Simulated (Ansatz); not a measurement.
```xyz
4

C    -0.1266   -0.0391    0.0023
H     1.1025    0.0917   -0.0868
H    -0.5396    0.9843    0.1014
H    -0.5222   -0.9216   -0.0553
```

Basis set: 6-31G (spherical functions). Frozen core: 1 orbital. Charge 0, multiplicity 2.

Computed with Ansatz (development build ahead of 0.2.0); each method stands on the lowest determinant of its kind that the runs found.

The atomization energy at this shape (free ground-state atoms in the same class of orbitals less the molecule, no zero-point energy) of doublet CH₃:

```tsv
method	atomization energy
UHF-MP2	10.83 eV
```

Q: What does UHF give?

A: 9.38 eV. Caution: the shape is not the minimum.

This basis has no polarisation functions and is too small for such energies, which can lie far from measured ones in either direction.
